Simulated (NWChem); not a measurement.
Molecule: HSeOF; SMILES O[Se]F

```xyz
4

Se     0.4010     0.0123     0.0053
F     -0.6847    -1.4167     0.0104
O     -0.7991     1.3517     0.0721
H     -1.0802     1.5206    -0.8518
```
Atoms are numbered in this order, from 1.

Results from NWChem. Pople sets run with spherical d functions. Geometry: optimised at PBE-D3(BJ)/def2-SVP. LC-ωPBE (HJS hole) with 6-31G*; x = 1 − exp(−ω/0.25 bohr⁻¹) is a scale chosen for this fit.

| row | x | −ε(HOMO) (eV) |
|---|---|---|
| ω = 0.05 | 0.181 | 6.02 |
| ω = 0.15 | 0.451 | 7.41 |
| ω = 0.25 | 0.632 | 8.47 |
| ω = 0.40 | 0.798 | 9.54 |
| ω = 0.60 | 0.909 | withheld |

### Question
Fit a straight line of the last column on the one before it, predict the withheld value, and compare with the run.

### Answer

1. Means of the 4 shown rows: x = 0.5155, y = 7.860. Slope Σ(x − x̄)(y − ȳ)/Σ(x − x̄)² = 1.190/0.2094 = 5.683; intercept 4.930.
2. The shown rows scatter about the line by 0.069 (root mean square); the largest residual is -0.08, at ω = 0.15.
3. At x = 0.909 (ω = 0.60; beyond the shown range) the line gives 10.10.
4. The run gives 10.32, +0.22 from the line, 3.2 times the scatter.
